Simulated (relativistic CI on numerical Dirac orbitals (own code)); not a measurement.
## Level scheme of Cs54+

Method of calculation: Dirac equation for one electron, model QED (radiative potential, 1s self-energy scaled to tabulated hydrogen-like ionisation energies) (own radial code, finite nucleus).

CI space: 1s, 2s, 2p, 3s, 3p, 3d, 4s, 4p, 4d, 4f, 5s, 5p, 5d, 5f, 5g, 6s, 6p, 6d. Levels of other configurations are missing.

The lowest level is 1s 2S_1/2, with 100 % of that term; Hund's rules for 1s give 2S with J = 1/2, in agreement.

| No. | Configuration | Term | J | E (10³ cm⁻¹) | % | Landé g |
| --- | --- | --- | --- | --- | --- | --- |
| 1 | 1s | 2S | 1/2 | 0 | 100 | 1.890 |
| 2 | 2p | 2P° | 1/2 | 258560 | 100 | 0.638 |
| 3 | 2s | 2S | 1/2 | 258622 | 100 | 1.974 |
| 4 | 2p | 2P° | 3/2 | 262285 | 100 | 1.312 |
| 5 | 3p | 2P° | 1/2 | 307623 | 100 | 0.653 |
| 6 | 3s | 2S | 1/2 | 307642 | 100 | 1.990 |
| 7 | 3d | 2D | 3/2 | 308728 | 100 | 0.790 |
| 8 | 3p | 2P° | 3/2 | 308730 | 100 | 1.324 |
| 9 | 3d | 2D | 5/2 | 309068 | 100 | 1.191 |
| 10 | 4p | 2P° | 1/2 | 324639 | 100 | 0.659 |
| 11 | 4s | 2S | 1/2 | 324647 | 100 | 1.995 |
| 12 | 4d | 2D | 3/2 | 325104 | 100 | 0.794 |
| 13 | 4p | 2P° | 3/2 | 325105 | 100 | 1.329 |
| 14 | 4f | 2F° | 5/2 | 325247 | 100 | 0.852 |
| 15 | 4d | 2D | 5/2 | 325248 | 100 | 1.195 |
| 16 | 4f | 2F° | 7/2 | 325318 | 100 | 1.138 |
| 17 | 5p | 2P° | 1/2 | 332450 | 100 | 0.661 |
| 18 | 5s | 2S | 1/2 | 332454 | 100 | 1.998 |
| 19 | 5d | 2D | 3/2 | 332687 | 100 | 0.796 |
| 20 | 5p | 2P° | 3/2 | 332687 | 100 | 1.331 |
| 21 | 5f | 2F° | 5/2 | 332760 | 100 | 0.853 |
| 22 | 5d | 2D | 5/2 | 332761 | 100 | 1.197 |
| 23 | 5g | 2G | 7/2 | 332797 | 100 | 0.885 |
| 24 | 5f | 2F° | 7/2 | 332797 | 100 | 1.140 |
| 25 | 5g | 2G | 9/2 | 332818 | 100 | 1.108 |
| 26 | 6p | 2P° | 1/2 | 336666 | 100 | 0.663 |
| 27 | 6s | 2S | 1/2 | 336668 | 100 | 1.999 |
| 28 | 6d | 2D | 3/2 | 336802 | 100 | 0.797 |
| 29 | 6p | 2P° | 3/2 | 336802 | 100 | 1.332 |
| 30 | 6d | 2D | 5/2 | 336845 | 100 | 1.198 |

Energies count from the lowest computed level; ° marks odd parity.
